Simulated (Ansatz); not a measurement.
`F[SiH](F)S[SiH2]Cl` + `N[SiH](O)O` → `O[SiH](O)N[SiH](F)F` + `S[SiH2]Cl`  (ligand exchange at the Si–S bond)

Computed with Ansatz on PBE0-D4/def2-TZVP structures; ΔE is electronic, products minus reactants. CCSD(T)/CBS adds triple-zeta CCSD(T) − MP2 to the extrapolated MP2 energy (def2 sets, frozen cores). This one scheme is used for every species. DFT in def2-TZVPP. One conformer a species, not always the lowest.

```csv
level,ΔE (eV)
r2SCAN-D4,-0.19
MP2/def2-TZVPP,-0.20
```

Question: What does CCSD(T)/CBS give? (An estimate is asked.)

Answer: Computed: -0.21 eV. The listed levels differ from it by 0.02, 0.01 eV.

Largest T1 diagnostic among the species: 0.012.

In def2-TZVPP, CCSD(T) changes the Hartree–Fock value by +0.11 eV (the triples alone add +0.03 eV) and MP2 by +0.16 eV. From PBE to PBE0 (25 % exact exchange), in def2-TZVPP and without D4, ΔE moves by −0.05 eV.
